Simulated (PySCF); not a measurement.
SMILES COc1ccsc1-c1ccccc1 (C11H10OS), GFN2-xTB optimised geometry.

```
23

C      1.18    -3.09    -0.02
O      0.53    -1.84     0.00
C      1.32    -0.73     0.00
C      2.73    -0.73     0.00
C      3.26     0.52     0.00
S      2.05     1.73     0.00
C      0.77     0.54     0.00
C     -0.61     0.98     0.00
C     -0.92     2.34    -0.04
C     -2.23     2.77    -0.04
C     -3.27     1.86     0.00
C     -2.98     0.50     0.03
C     -1.67     0.06     0.03
H      1.80    -3.23     0.87
H      1.79    -3.22    -0.91
H      0.38    -3.83    -0.02
H      3.34    -1.61     0.00
H      4.29     0.81     0.00
H     -0.11     3.06    -0.06
H     -2.44     3.83    -0.07
H     -4.29     2.20    -0.01
H     -3.78    -0.22     0.06
H     -1.46    -0.99     0.06
```

Density from PySCF 2.14.0 with PBE/def2-SVP at that geometry.

Minimum of the electron density along straight lines between bonded atoms, close to the bond critical point (lines longer than 1.1 times the sum of covalent radii, or with two minima, are not listed):

```
bond     length / Å  ρ at the minimum / e bohr⁻³  ∇²ρ there / e bohr⁻⁵  position (fraction from the first atom)
-------  ----------  ---------------------------  --------------------  ---------------------------------------
C1–O2         1.407                        0.255                 -0.37                                     0.34
O2–C3         1.363                        0.283                 -0.31                                     0.66
C3–C4         1.418                        0.291                 -0.68                                     0.51
C4–C5         1.357                        0.320                 -0.79                                     0.49
C5–S6         1.710                        0.217                 -0.47                                     0.47
C3–C7         1.383                        0.309                 -0.74                                     0.51
S6–C7         1.744                        0.205                 -0.40                                     0.54
C7–C8         1.449                        0.273                 -0.62                                     0.51
C8–C9         1.398                        0.302                 -0.73                                     0.50
C9–C10        1.380                        0.311                 -0.77                                     0.50
C10–C11       1.385                        0.308                 -0.76                                     0.50
C11–C12       1.385                        0.309                 -0.76                                     0.50
C8–C13        1.397                        0.301                 -0.73                                     0.51
C12–C13       1.382                        0.310                 -0.77                                     0.50
C1–H14        1.095                        0.278                 -1.03                                     0.64
C1–H15        1.095                        0.278                 -1.03                                     0.64
C1–H16        1.089                        0.282                 -1.08                                     0.64
C4–H17        1.075                        0.281                 -1.05                                     0.63
C5–H18        1.071                        0.283                 -1.09                                     0.64
C9–H19        1.081                        0.280                 -1.04                                     0.63
C10–H20       1.080                        0.281                 -1.05                                     0.63
C11–H21       1.080                        0.280                 -1.04                                     0.63
C12–H22       1.081                        0.280                 -1.04                                     0.63
C13–H23       1.076                        0.286                 -1.11                                     0.64
```
